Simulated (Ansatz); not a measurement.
System: bromine, Br$_{2}$, charge 0, multiplicity 1. 
Geometry from a B3LYP-D3(BJ)/def2-TZVP (Ansatz, an electronic-structure program) optimisation:
SMILES: BrBr
```xyz
2

Br     0.0000     0.0000    -1.1579
Br     0.0000     0.0000     1.1579
```
Charge 0, spin multiplicity 1.

Parts of the frozen-core correlation energy in STO-3G (Ansatz, hartree). Frozen orbitals: 28; correlated occupied orbitals by spin: 7 and 7; virtual: 1 and 1. Spin-orbit coupling is left out. Non-relativistic.

```json
[
 {"term": "reference (HF)", "value": "-5089.32744"},
 {"term": "MP2 opposite-spin", "value": "-0.01707"},
 {"term": "MP2 same-spin", "value": "0.00000"},
 {"term": "CCSD correlation", "value": "-0.02552"},
 {"term": "(T)", "value": "0.00000"},
 {"term": "FCI minus CCSD(T)", "value": "0.00000"},
 {"term": "T1 diagnostic", "value": "0.004"},
 {"term": "largest doubles amplitude", "value": "0.170"}
]
```
